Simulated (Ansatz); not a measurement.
`NC[SiH2]F` + `CO[SiH](O)F` → `CO[SiH](F)O[SiH2]F` + CH₃NH₂  (ligand exchange at the Si–C bond)

Program: Ansatz. Geometries: PBE0-D4/def2-TZVP. ΔE: electronic, gas phase. CBS: MP2 limit from def2 TZ/QZ plus the TZ coupled-cluster correction, frozen cores. DFT in def2-TZVPP. B3LYP here is the variant with VWN-RPA as its local correlation; programs differ in this. Each species was taken in one conformer, which may not be the lowest.

```
             level  ΔE (kJ/mol)  difference from CCSD(T)/CBS
            PBE-D4       -120.0                         15.7
         r2SCAN-D4       -133.4                          2.3
           PBE0-D4       -126.7                          9.0
          B3LYP-D4       -138.0                         -2.3
           ωB97X-V       -132.0                          3.7
           ωB97M-V       -131.2                          4.5
            B2PLYP       -137.0                         -1.3
               PBE       -117.7                         18.0
            r2SCAN       -132.4                          3.3
              PBE0       -124.2                         11.5
             B3LYP       -134.5                          1.2
     HF/def2-TZVPP       -155.1                        -19.4
    MP2/def2-TZVPP       -136.4                         -0.7
SCS-MP2/def2-TZVPP       -140.0                         -4.3
   CCSD/def2-TZVPP       -138.3                         -2.6
CCSD(T)/def2-TZVPP       -135.8                         -0.1
     HF/def2-QZVPP       -157.7                        -22.0
    MP2/def2-QZVPP       -137.3                         -1.6
SCS-MP2/def2-QZVPP       -140.7                         -5.0
      HF/CBS(def2)       -158.1                        -22.4
     MP2/CBS(def2)       -136.3                         -0.6
    CCSD/CBS(def2)       -138.2                         -2.5
       CCSD(T)/CBS       -135.7                            0
```

Largest T1 diagnostic among the species: 0.012.

In def2-TZVPP, CCSD(T) changes the Hartree–Fock value by +19.3 kJ/mol (the triples alone add +2.5 kJ/mol) and MP2 by +18.7 kJ/mol. From PBE to PBE0 (25 % exact exchange), in def2-TZVPP and without D4, ΔE moves by −6.5 kJ/mol. The D4 term adds −3.5 kJ/mol with B3LYP and −2.4 kJ/mol with PBE0; it sums over pairs of atoms, weighted by their polarisabilities, and B3LYP, whose exchange is more repulsive, gets the larger term.
